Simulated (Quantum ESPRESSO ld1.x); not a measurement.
Values are calculated unless marked as measured or tabulated.
Question: The mean radii <r> (bohr) of the occupied orbitals of an atom or ion are listed with their occupations. Level of theory: scalar-relativistic Kohn-Sham, LDA (Slater exchange, VWN5 correlation), spin-polarised, spherical densities, point nucleus (ld1.x of Quantum ESPRESSO 7.5).

| orbital | occ. | <r> |
|---|---|---|
| 1s up | 1 | 0.01579 |
| 1s down | 1 | 0.01579 |
| 2s up | 1 | 0.06649 |
| 2s down | 1 | 0.06649 |
| 2p up | 3 | 0.06055 |
| 2p down | 3 | 0.06055 |
| 3s up | 1 | 0.1716 |
| 3s down | 1 | 0.1716 |
| 3p up | 3 | 0.1737 |
| 3p down | 3 | 0.1737 |
| 3d up | 5 | 0.1573 |
| 3d down | 5 | 0.1573 |
| 4s up | 1 | 0.3758 |
| 4s down | 1 | 0.3757 |
| 4p up | 3 | 0.4005 |
| 4p down | 3 | 0.4003 |
| 4d up | 5 | 0.4180 |
| 4d down | 5 | 0.4176 |
| 4f up | 7 | 0.4262 |
| 4f down | 7 | 0.4250 |
| 5s up | 1 | 0.7677 |
| 5s down | 1 | 0.7664 |
| 5p up | 2 | 0.8343 |

Name the element and its charge. Open shells, if any, are filled with parallel spins first.

Answer: Z = 83, bismuth, charge +19: Bi19+ in [Kr] 4d10 4f14 5s2 5p2. The 1s radius gives Z: for a bare nucleus <r> = (2 gamma + 1)/(2Z) with gamma = sqrt(1 - (Z/c)^2), 0.01561 bohr for Z = 83, and screening makes it slightly larger (0.01579 here). The occupations add up to 64, and the charge is Z minus that.
